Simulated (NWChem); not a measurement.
**Total energies of HSb**

```
Sb
H 1 1.7248
```
Charge 0, spin multiplicity 3.

All runs are NWChem calculations. The geometry was optimised at UPBE0/def2-SVP with def2 effective core potentials on Sb, a minimum by its harmonic frequencies.

Basis set: def2-SVP (31 functions).

| method | total energy (Ha) |
|---|---|
| UHF | -239.82972 |
| UMP2 | -239.91482 |
| UB2PLYP | -240.52581 |
| UPBE | -240.79594 |
| UB3LYP | -240.88837 |
| UTPSS | -240.71190 |

Total energies of different functionals aren't comparable as a measure of quality: only differences taken within one method are. 

Effective core potentials replace the inner electrons of Sb; spin-orbit coupling is left out. The correlated methods keep 4 core orbitals frozen. B3LYP has NWChem's definition, with VWN1-RPA local correlation. This spin state was chosen for the runs; another may lie lower. The structure started from a generated list of species. The unpaired electrons of the parent sit in orbitals of symmetry b1 and b2 (C2v labels of the run); other states weren't searched. No SCF solution was tested for a lower state. Open-shell Hartree-Fock references start from PBE0 orbitals.
